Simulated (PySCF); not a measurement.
HO2Si, SMILES O=[Si]=[OH+], charge +1. Geometry optimised at PBE0-D3(BJ)/def2-TZVP. The isomer is the one that the SMILES or the coordinates give; other isomers of the formula were not compared.

Question: Give the equilibrium geometry at PBE0-D3(BJ)/def2-TZVP (PySCF confirms it by a frequency run) as Cartesian coordinates in Å, and its point group. (The exact figures need the calculation; the answer reports its results.)

Answer: point group Cs.
```xyz
4

O     -0.0012     1.5745     0.0000
Si     0.0187     0.0852     0.0000
O     -0.0906    -1.4443     0.0000
H      0.4724    -2.2335     0.0000
```
Charge +1, spin multiplicity 1.
